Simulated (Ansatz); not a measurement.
The cluster Mg2O3H2, relaxed as a singlet with RKS r2SCAN-D4/def2-SVP in Ansatz, starting from the GFN2-xTB geometry. Force threshold 0.02 eV/Å.

The restricted singlet is unstable towards broken spin symmetry in Hartree–Fock (as tested in another run); at r2SCAN-D4/def2-SVP this wasn't settled. Another isomer (singlet) lies 1.86 eV lower at PBE0-D4/def2-TZVP; other spin states weren't run for this one.

Start:

Cartesian coordinates in Å:
```
Mg -0.736 -0.018 -0.952
Mg 1.390 -0.807 1.412
O -0.249 -0.406 0.746
O 0.902 -0.107 -0.188
O -1.724 1.164 -1.719
H 2.230 -1.885 2.107
H -1.812 2.060 -1.405
```

Question: Estimate the energy that the relaxation releases and the steps that it takes.

Answer: 119.0 kJ/mol, in 14 steps; 15 s on 4 threads of AMD EPYC 9B14 on a shared host. The force fell under the threshold at step 11, but the optimiser went on. No frequencies were taken in this run, so the end may be a saddle point.

Question: Does the start keep its bonding?

Answer: By distances, no bond broke or formed. The bond that changes most is Mg2–H6, from 1.53 to 1.69 Å (atoms count from 1).

Question: Predict the relaxed structure.

Answer: 
Cartesian coordinates in Å:
```
Mg -0.696 0.583 -0.648
Mg 1.512 -1.261 1.402
O -0.195 -0.496 0.880
O 1.009 -0.172 -0.125
O -1.796 1.495 -1.682
H 2.571 -2.147 2.385
H -2.406 1.997 -2.213
```
Bond lengths (bridged metal pairs left out): 5 × Mg–O 1.76 to 1.94 Å; 1 × H–Mg 1.69 Å; 1 × H–O 0.95 Å.
